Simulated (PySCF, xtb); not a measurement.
CuF, SMILES [Cu][F], multiplicity 1.

GFN2-xTB (xtb) at its own geometry gives an orbital gap of 4.87 eV and a dipole moment of 5.76 D.

Geometry: PBE0-D3(BJ)/def2-TZVPD. The multiplicity is an assumed one; other spin states were not compared.

What does CAM-B3LYP/def2-TZVPD in PySCF give? (An estimate is asked for; the answer gives what the named calculation found.)

gap 6.89 eV (levels -9.16 and -2.28 eV), dipole 5.39 D.
